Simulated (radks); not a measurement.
Polarisability of the palladium ion Pd2+, [Kr] 4d8, at imaginary frequency. Method: non-relativistic Kohn-Sham, LB94 model potential, spin-polarised, spherical densities, point nucleus; open shells are filled with parallel spins first (spin-orbit coupling, left out, can overturn this in heavy ions); relativity is left out, which matters for an element this heavy; computed with a radial shooting solver on a logarithmic mesh with Libxc functionals. Response by self-consistent Sternheimer equations with the Hartree and adiabatic LDA kernel.

w (hartree)  alpha1(iw) (bohr^3)
0.00266                    6.203
0.0143                     6.201
0.0360                     6.192
0.0697                     6.162
0.118                      6.089
0.186                      5.933
0.280                      5.642
0.413                      5.164
0.605                      4.476
0.892                      3.607
1.35                       2.623
2.12                       1.634
3.59                      0.8077
6.94                      0.2896
17.5                     0.06667

Static values: alpha1 = 6.203 bohr^3 (0.9191 angstrom^3; uncoupled 9.333). C6 = 32.45, triple-dipole C9 = 139.6 atomic units. One-pole (London) frequency 4 C6 / (3 alpha1^2) = 1.125 hartree, against 1.288 for minus the highest occupied eigenvalue.
